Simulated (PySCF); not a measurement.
# Computed vibrations of Gd(SH)3

Gd(SH)3 (singlet in the valence; each metal's 4f electrons, 7 of them, lie in its core potential, out of spins and levels). PySCF 2.14.0, RKS PBE0, Gd lcecp-1-SVP with ECP53, S def2-SVP, H def2-SVP; non-relativistic Hamiltonian with scalar-relativistic core potentials where named; density fitting; no spin-orbit coupling. Central differences of gradients.

```xyz
7

Gd    0.0000    0.0000   -0.0108
S     2.5681    0.4113    0.0174
H     2.8945   -0.9036    0.0094
S    -1.6402    2.0184    0.0174
H    -0.6647    2.9585    0.0094
S    -0.9278   -2.4297    0.0174
H    -2.2298   -2.0549    0.0094
```

Run from Python with OMP_NUM_THREADS=2. Where DIIS fails, smearing, a level shift and second-order steps follow.
It took 54 s on 2 threads of Arm Neoverse V1, with other jobs on the host.

(1) What are the harmonic wavenumbers and infrared intensities?

(2) Is this a minimum?

An lcecp potential fixes the number of 4f electrons, so in runs with it no electron can move into or out of that shell.

Results:

(1) Modes are labelled in C3; negative numbers are unstable modes, those under 60 cm⁻¹ near the noise; a finer grid moves soft modes by up to 10 cm⁻¹.
```tsv
cm⁻¹	km/mol	symmetry
21	20.0	a
62	5.3	e
62	5.3	e
183	60.9	a
206	0.0	e
206	0.0	e
290	0.0	a
313	65.5	e
313	65.5	e
356	0.0	a
415	36.3	e
415	36.3	e
2689	2.3	e
2689	2.3	e
2689	0.0	a
```

(2) Yes, within the noise of the softest modes. Ideal gas at 298.15 K and 1 bar: S = 431.2 J/(mol K), Cp = 120.6 J/(mol K), H − H(0 K) = 26.7 kJ/mol (rigid rotor, harmonic modes, spin degeneracy alone, that of the 4f electrons in the core included; the modes under 60 cm⁻¹ make these uncertain).
